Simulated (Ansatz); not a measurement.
AsSe2. Total charge 0; quartet. Geometry PBE0-D4/def2-TZVP; atoms count from 1.

Cartesian coordinates in Å:
```
As 0.464 -0.942 0.669
Se 1.076 0.900 -0.637
Se -1.540 0.041 -0.032
```

At PBE0-D4/def2-TZVP a doublet of charge 0 lies 1.14 eV below the quartet, each at its own geometry. The structure comes from a short search, and lower isomers may exist.

Estimate the Mulliken populations from the PBE0/def2-TZVP orbitals of Ansatz.


| atom | charge (e) | spin (α − β) |
| --- | --- | --- |
| As1 | 0.15 | 0.67 |
| Se2 | -0.07 | 1.17 |
| Se3 | -0.07 | 1.17 |
Mulliken values and Mayer orders depend strongly on the basis.

Where does the spin sit?

Summed by element: As 0.67, Se 2.33, of 3 unpaired in all. Largest on single atoms: Se2 1.17, Se3 1.17, As1 0.67.

And the Mayer bond orders between bonded heavy atoms (over 0.3)?

As1–Se2 1.20 (2.34 Å); As1–Se3 1.20 (2.34 Å); Se2–Se3 0.73 (2.82 Å).
